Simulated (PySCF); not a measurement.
Method: PySCF 2.14.0 with TPSSh-D3(BJ)/def2-TZVP // PBE-D3(BJ)/def2-SVP. Gas-phase values, no solvent. One relaxed conformer stands for a flexible species; it need not be the lowest. 

Reference species: [W(OH)6] (neutral, multiplicity 1).

The charge on the central atom (Mulliken) comes out as 1.49 e and the coordination number is 6. The HOMO is -7.89 eV and the mean distance from the central atom to its bonded neighbours is 1.939 Å.

After one change: the charge on the central atom (Mulliken) falls by 0.08 e; the coordination number is nearly the same; the HOMO increases by 2.42 eV; the mean distance from the central atom to its bonded neighbours goes up by 0.076 Å.

Task: What was changed between the two runs? The new species is one of these.
A. [W(OH)(NH2)5]
B. [W(NH2)6]
C. [W(OH)3(NH2)3]
D. [W(OH)2(NH2)4]

Result: B, [W(NH2)6]
